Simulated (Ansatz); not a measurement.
Reaction (ligand exchange at a B–Br bond): `O=CBBr` + H–F → `O=CBF` + HBr

Program: Ansatz. Geometries: PBE0-D4/def2-TZVP. ΔE: electronic, gas phase. CCSD(T)/CBS is the MP2 limit (def2-TZVPP, def2-QZVPP) plus CCSD(T) − MP2 in def2-TZVPP, frozen cores. This one scheme is used for every species. Functionals use def2-TZVPP. HSE06 is defined as in plane-wave codes. For Br outer-core shells are correlated without core-valence functions, which leaves a few kJ/mol of doubt a bond. Scalar relativity is left out up to krypton. Each species was taken in one conformer, which may not be the lowest.

```
   level  ΔE (kJ/mol)
  B97M-V        -59.1
HSE06-D4        -48.0
```

(1) What does CCSD(T)/CBS give? (Estimate.)

Largest T1 diagnostic among the species: 0.015.

Results:

(1) Ansatz gave: -48.4 kJ/mol. The listed levels differ from it by -10.7, 0.4 kJ/mol.

From BLYP to BHLYP (50 % exact exchange), in def2-TZVPP and without D4, ΔE moves by −4.9 kJ/mol. The D4 term adds +5.8 kJ/mol with B3LYP and +3.0 kJ/mol with PBE0; it sums over pairs of atoms, weighted by their polarisabilities, and B3LYP, whose exchange is more repulsive, gets the larger term.

B3LYP here is the variant with VWN-RPA as its local correlation; programs differ in this.
